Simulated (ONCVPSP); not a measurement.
Be (Z = 4), ONCV: configuration errors across variants

ONCVPSP 4.0.1 input, shortened (lines: element, Z, core and valence counts, functional; n l f; lmax; l rc ep ncon nbas qcut; lloc lpopt rc5 dvloc0; l nproj debl; icmod fcfact rcfact), PBEsol, non-relativistic:

```
  Be 4.00    0    2  -116133      upf
    1    0    2.00
    2    0    2.00
    2
    0    0.80    0.00    4    8   16.20
    1    0.65    0.32    4    8   12.20
    2    0.70    0.18    3    6   12.80
    4    3    0.60    0.00
    0    2    2.30
    1    2    2.50
    2    2    2.50
    0    0.00    0.00
```

All-electron excitation energies from the reference (eV): (1) 1s2 2s1 9.456; (2) 1s2 2s0 27.179; (3) 1s2 2s1.5 3.721; (4) 1s2 2s1 2p1 3.592.

2 further variants failed, have other tests or another functional or relativity, and are left out.

Errors AE − PS in meV (a dash: test not solved or not reliable):

| change | (1) | (2) | (3) | (4) | bound ghosts | GHOST(+) flags above zero |
| --- | --- | --- | --- | --- | --- | --- |
| base | +0.4 | +3.1 | +0.1 | +0.9 | none | none |
| p: debl 0.5 | +0.4 | +3.1 | +0.1 | +0.9 | none | p |
| d: nbas 7 | +0.4 | +3.1 | +0.1 | +0.9 | none | none |
| p: rc 0.74 | +0.4 | +3.1 | +0.1 | +0.9 | none | none |
| p: rc 0.92 | +0.4 | +3.1 | +0.1 | +0.8 | none | none |
| d: ncon 4, nbas 7 | +0.4 | +3.1 | +0.1 | +0.9 | none | none |
| d: qcut 13.9 | +0.4 | +3.1 | +0.1 | +0.9 | none | none |

(1) Give the same row for: all radii scaled by about 0.77 (s 0.62, p 0.50, d 0.54 bohr); local potential polynomial inside 0.46 bohr (lpopt 3, dvloc0 0 Ha).

Results:

(1) +0.2, +2.0, 0.0, +0.6; bound ghosts: none; GHOST(+) flags above zero: p, d.
